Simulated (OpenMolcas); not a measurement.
**N: from RASSCF to RASPT2**

- Program: OpenMolcas 26.06
- Basis: ANO-R2 [4s4p2d1f]
- Scalar Hamiltonian: X2C, finite nucleus
- Active space: 5 electrons in 9 orbitals (RAS2 2s 2p; RAS3 3d, at most 2 electrons)
- State averaging: 2S+1 = 4 odd, 1 root; 2S+1 = 2 odd, 8 roots; 2S+1 = 4 even, 3 roots; 2S+1 = 2 even, 5 roots (0 in the spin-orbit step)
- Spin-orbit coupling: RASSI with atomic mean-field integrals over the reference wave functions, term energies averaged over their components

Methods on the same reference wave functions:
A. RASSCF
B. SS-RASPT2, IPEA 0.25 Eh, imaginary shift 0.1 Eh (closed shells correlated: 1s)

Energies in cm⁻¹ above 2s² 2p³ ⁴S°_3/2, the measured ground level; measured values from NIST Handbook of Basic Atomic Spectroscopic Data.

```csv
Level,A,B,Measured
2s² 2p³ ⁴S°_3/2,0.0,0.0,0.0
2s² 2p³ ²D°_3/2,22545,19867,19233
2s² 2p³ ²D°_5/2,22545,19868,19224
2s² 2p³ ²P°_3/2,33447,29718,28839
2s² 2p³ ²P°_1/2,33449,29720,28839
2s 2p⁴ ⁴P_5/2,91018,88295,88107
2s 2p⁴ ⁴P_3/2,91077,88354,88151
2s 2p⁴ ⁴P_1/2,91112,88389,88171
```

Deviations, from unrounded energies. A percentage is the sum of absolute deviations over the sum of measured energies, with the sign that they share, or ± where signs differ.

| Against measurement | Levels | A | B |
| --- | --- | --- | --- |
| mean absolute deviation (cm-1) | 7 | 3500 | 520 |
| other terms of the ground configuration (%) | 4 | +16.5 | +3.2 |
| other configurations (%) | 3 | +3.3 | +0.2 |

B lies closest to measurement on these levels. The largest miss of B in the table is 2s² 2p³ ²P°_1/2, by +880 cm-1. The ranking rests on the paired levels alone, and a cruder setting can come out closer through cancelling errors.

From A to B the spin-free energies of the other terms of 2s² 2p³ shown, above ⁴S°, scale by factors of 0.88 to 0.89.

The lowest spin-free term lies below A's lowest term by 0.062 hartree in B.

Active for correlation alone: 3d; no level in the range computed is led by a configuration that fills it, so any true level of that kind is missing. Without dynamic correlation excited terms often stand tens of per cent too high (terms of higher spin than the ground term too low), and those without a measured partner can miss by more than the paired ones (holds for A). Measured partners are found by configuration, term and J. A level has none where our copy of the source lacks it or the pairing is in doubt (some pairs that miss far off the trend of their configuration count as doubtful), and it then counts in no deviation. Levels of configurations outside the active space are missing.

° marks odd parity.
